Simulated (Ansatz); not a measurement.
Relaxation of Cl3FIn (5 atoms, charge 0, multiplicity 2), to a largest force component of 0.03 eV/Å in at most 50 steps.

Computed with Ansatz, UHF/def2-SVP.

```xyz
5
Properties=species:S:1:pos:R:3
In 0.000 0.000 -0.334
Cl 0.000 0.000 3.309
Cl 2.032 0.000 -1.555
Cl -2.032 0.000 -1.555
F 0.000 0.000 4.875
```

Question: Where does it end, and by what steps?

Answer: The forces met the threshold. The force dipped under the threshold on the way, but the program's further checks kept it going. After 8 steps the energy has fallen by 0.105 eV; F5 moved furthest, 1.51 Å.

```csv
step,energy less start (eV),largest force component (eV/Å),accepted
0,0.0000,1.971,yes
1,-0.0523,1.067,yes
2,-0.0773,0.101,yes
3,-0.0841,0.101,yes
4,-0.0898,0.077,yes
5,-0.0944,0.016,yes
6,-0.0983,0.016,yes
7,-0.1018,0.008,yes
8,-0.1049,0.006,yes
```

```xyz
5
Properties=species:S:1:pos:R:3
In 0.000 0.000 -1.304
Cl 0.001 0.000 4.773
Cl 2.013 0.000 -2.557
Cl -2.014 0.000 -2.557
F -0.001 0.000 6.386
```

Whether the end is a true minimum wasn't checked by a vibrational analysis.

The run took 18 s on 2 threads of Arm Neoverse V2 (shared host), peak memory 0.31 GiB.
